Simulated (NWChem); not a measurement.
Species: SiH2O2ClF; SMILES F[Si](O)(Cl)O

```xyz
7

O      0.2995    -1.0162     1.4242
Si    -0.0172    -0.3257    -0.0251
O     -1.5010    -0.7837    -0.5154
F      1.1176    -0.7803    -1.0748
Cl     0.0448     1.7082     0.0247
H      1.1841    -0.9295     1.7914
H     -1.7914    -1.6625    -0.2521
```
Atoms are numbered in this order, from 1.

Results from NWChem. Pople sets run with spherical d functions. Structure relaxed at the PBE0/def2-SVP level. Level: B3LYP/6-31G* with SMD (1 M gas to 1 M solution), gas-phase geometry. Reactions with the solvent are ignored.

For solvent diethyl ether:

| Property | Value |
|---|---|
| solvation free energy (kcal/mol) | -6.8 |
| dipole in solution (D) | 2.85 |

How do the values read with solvent cyclohexane instead?


| Item | Value |
|---|---|
| solvation free energy (kcal/mol) | -4.3 |
| dipole in solution (D) | 2.73 |
